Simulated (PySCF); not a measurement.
Isomers C9H14Si:

A. SMILES C[Si](C)(C)c1ccccc1
B. `C=C(C)[C@@H]1C[SiH2][C@H]1C#CC`
C. SMILES C=C[C@@]1(C)CC[Si@H]1C#CC

Spectrum 1. $^{13}$C{$^{1}$H} NMR (computed): δ 157.3 (CH), 117.9 (C), 110.5 (CH2), 83.9 (C), 41.3 (C), 37.0 (CH2), 21.7 (CH3), 9.3 (CH2), 6.1 (CH3).

Spectrum 2. $^{13}$C{$^{1}$H} NMR (computed): δ 170.2 (C), 114.4 (CH2), 88.8 (C), 85.6 (C), 50.5 (CH), 30.2 (CH), 29.7 (CH3), 16.7 (CH2), 5.4 (CH3).

Spectrum 3. $^{13}$C{$^{1}$H} NMR (computed): δ 145.3 (C), 138.9 (CH), 134.5 (CH), 132.9 (CH), -0.6 (CH3).

PySCF 2.14.0 with density-fitted response routines calculation with GIAO PBE0/pcSseg-1 shieldings and structure optimised with GFN2-xTB; no relativistic terms, one averaged value for each set of equivalent atoms, one computed conformer, gas phase.

References, each an isolated molecule treated in the same way: $^{13}$C (σref 186.93) vs TMS. Shifts are as computed. Against solution values, carbons near 30 ppm lie about +3 ppm off and those near 130 ppm about +5 ppm. Of 1211 compounds with measured shifts, 218 miss one by over three times the rms of a fit or turn the order of signals round; such compounds aren't used in these exercises.

**Question.** Which spectrum belongs to which compound?

**Answer.** 1–C, 2–B, 3–A.

- Spectrum 1 (C): 9 $^{13}$C signals; δC 157.3 is an alkene CH; δC 110.5 is a terminal =CH2 carbon.
- Spectrum 2 (B): 9 $^{13}$C signals; δC 114.4 is a terminal =CH2 carbon; δC 88.8 is an alkyne carbon.
- Spectrum 3 (A): 5 $^{13}$C signals; δC 138.9 is an aromatic CH; δC 134.5 is an aromatic CH.
